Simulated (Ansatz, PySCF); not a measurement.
Spin states of Cl2H2O2Ti (SMILES [OH][Ti]([OH])([Cl])[Cl]), each relaxed with B3LYP-D3(BJ)/def2-TZVP.
State 1 (charge 0, multiplicity 1):
```xyz
7

Ti     0.2987     0.0921     0.1488
Cl     2.1260     0.6937    -0.9437
Cl     0.8706    -0.6150     2.1657
O     -0.4971    -1.2259    -0.7274
H     -0.3560    -2.1201    -1.0485
O     -0.8216     1.4706     0.2767
H     -1.7226     1.6290    -0.0208
```
State 2 (charge 0, multiplicity 3):
```xyz
7

Ti     0.01369     0.04756     0.01468
Cl     2.35156     0.59094    -0.34903
Cl     1.42917    -0.37633     1.94078
O     -0.52056    -1.44394    -0.83058
H     -0.43968    -2.33385    -1.17387
O     -1.05579     1.48652     0.19174
H     -1.88030     1.95340     0.05708
```

```tsv
level	energy of the multiplicity-3 state less that of the multiplicity-1 state (kJ/mol)	cost
PBE-D3(BJ)/def2-TZVPP	309.8	-
BLYP/def2-TZVPP	299.4	-
BLYP-D4/def2-TZVPP	300.8	-
r2SCAN-D4/def2-TZVPP	308.4	-
r2SCANh/def2-TZVPP	294.4	-
B3LYP/def2-TZVPP	277.8	-
PBE0/def2-TZVPP	279.0	-
PBE0-D4/def2-TZVPP	279.6	-
CAM-B3LYP/def2-TZVPP	267.3	-
wB97X-V/def2-TZVPP	276.9	-
wB97M-V/def2-TZVPP	276.6	-
CCSD/def2-TZVPP	267.7	-
CCSD(T)/def2-SVP	285.1	×1
CCSD(T)/CBS(def2-TZVPP, def2-QZVPP)	309.1	-
```

The rows run from 267.3 (CAM-B3LYP/def2-TZVPP) to 309.8 kJ/mol (PBE-D3(BJ)/def2-TZVPP). The dispersion term adds 1.4 in BLYP-D4, 0.5 in PBE0-D4. The 7 functionals in def2-TZVPP without D3 or D4 span 32.1, from CAM-B3LYP to BLYP.

Singlets are restricted, other states unrestricted; no spin–orbit coupling, no relativity up to Kr; see below for the cores. The largest T1 diagnostic is 0.024.

Correlated levels freeze the inner cores; with def2 sets outer-core shells near the valence are correlated too. CBS: X⁻³ extrapolation of the correlation energy, Hartree–Fock from the larger set.

Doubts at one or more of the structures used: other coupled-cluster roots lie near (CCSD(T)/def2-SVP).

Run with Ansatz (a quantum-chemistry and plane-wave program); PySCF for the dispersion terms. Values without a source in brackets are computed.

Costs are rough ratios of core time to CCSD(T)/def2-SVP (about 7 min over the structures, on one shared machine); a dash marks a level with no comparable run of its own.
